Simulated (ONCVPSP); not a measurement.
## Ge, ONCV: configuration errors across variants

```
Element                 : Ge
Generator               : ONCVPSP 4.0.1
Type                    : optimised norm-conserving Vanderbilt (ONCV)
Functional              : LDA (Perdew-Zunger)
Relativity              : scalar-relativistic
Frozen core             : [Ar] 3d10
Valence charge          : 4
Reference configuration : 4s2 4p2
Partial waves           : 4s: rc 1.75 bohr, ncon 4, nbas 8, qcut 2.9 1/bohr, 3 projectors, debl 2.1 Ha; 4p: rc 1.90 bohr, ncon 3, nbas 7, qcut 5.1 1/bohr, 2 projectors, debl 3.4 Ha
Local potential         : polynomial inside 1.50 bohr (lpopt 5, dvloc0 1 Ha)
Core correction         : none
```

All-electron excitation energies from the reference (eV): (1) 4s2 4p1 7.636; (2) 4s2 4p0 23.352; (3) 4s1 4p0 58.570; (4) 4s2 4p1.5 2.889.

Errors AE − PS in meV (a dash: test not solved or not reliable):

```csv
change,(1),(2),(3),(4),bound ghosts,GHOST(+) flags above zero
base,+3.8,+37,+250,+0.5,none,s
s: qcut 3.4,+3.5,+35,+252,+0.4,none,s
"all radii scaled by about 1.27 (s 2.22, p 2.40 bohr); local potential polynomial inside 1.90 bohr (lpopt 5, dvloc0 1 Ha)",+5.0,+47,+190,+0.6,none,s
"s: ncon 3, nbas 7",+4.2,+41,+247,+0.5,none,s
```

(1) Give the same row for: s: nbas 9.

Results:

(1) +3.9, +39, +247, +0.5; bound ghosts: none; GHOST(+) flags above zero: s.
